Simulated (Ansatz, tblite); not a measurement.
Spin states of the cluster As₄⁺ (the lowest doublet isomer of a short search), each relaxed with PBE-D4/def2-SVP in Ansatz. Electronic energies in the gas phase.

The xTB rows come from tblite. Correlated methods freeze 36 core orbitals; core or outer-core shells of As are correlated, in sets that lack core-valence functions. The rows differ in basis, and correlated rows in double-zeta sets carry the largest basis error. The structure comes from a short search, and lower isomers may exist.

Doublet geometry (D2d within 0.1 Å):

Cartesian coordinates in Å:
```
As -1.0748 -0.7711 0.7831
As -0.1830 -0.4657 -1.4535
As -0.0478 1.5341 -0.0846
As 1.3056 -0.2973 0.7550
```

Quartet geometry (C2v within 0.1 Å):

```xyz
4

As   -0.9160    0.2588   -0.9169
As    1.2117   -1.0007   -1.1800
As    0.9313    0.7508    0.5619
As   -1.2270   -0.0090    1.5351
```

⟨S²⟩: doublet 0.76 at PBE0-D4/def2-TZVP (pure 0.75), quartet 3.77 at PBE0-D4/def2-TZVP (pure 3.75).

Only these spin states were relaxed. The quartet has other bonds than the doublet, so the gap mixes isomer and spin.

```json
{"level": "GFN1-xTB", "quartet − doublet (kcal/mol)": "47.1", "lowest of these": "doublet"}
{"level": "GFN2-xTB", "quartet − doublet (kcal/mol)": "46.7", "lowest of these": "doublet"}
{"level": "HF/def2-SVP", "quartet − doublet (kcal/mol)": "17.0", "lowest of these": "doublet"}
{"level": "HF/def2-TZVP", "quartet − doublet (kcal/mol)": "18.5", "lowest of these": "doublet"}
{"level": "PBE0-D4/def2-TZVP", "quartet − doublet (kcal/mol)": "39.0", "lowest of these": "doublet"}
{"level": "MP2/def2-SVP", "quartet − doublet (kcal/mol)": "41.5", "lowest of these": "doublet"}
{"level": "MP2/def2-TZVP", "quartet − doublet (kcal/mol)": "47.4", "lowest of these": "doublet"}
{"level": "CCSD(T)/def2-SVP", "quartet − doublet (kcal/mol)": "36.0", "lowest of these": "doublet"}
```

The xTB methods have no spin-polarisation term.
